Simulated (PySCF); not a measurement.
Computed with PySCF 2.14.0 with PBE-D3(BJ)/def2-TZVP // PBE0-D3(BJ)/def2-TZVP. Gas-phase values, no solvent. 

Reference species (SMILES): `B1C=C1` (neutral, multiplicity 1).

The S1 oscillator strength is 0.003 and the HOMO–LUMO gap is 5.28 eV.

Changed species: `B=C=C`.

Q: Predict the effect on the S1 oscillator strength and HOMO–LUMO gap.

A: the S1 oscillator strength stays essentially unchanged; the HOMO–LUMO gap falls by 3.61 eV, to 1.67 eV.
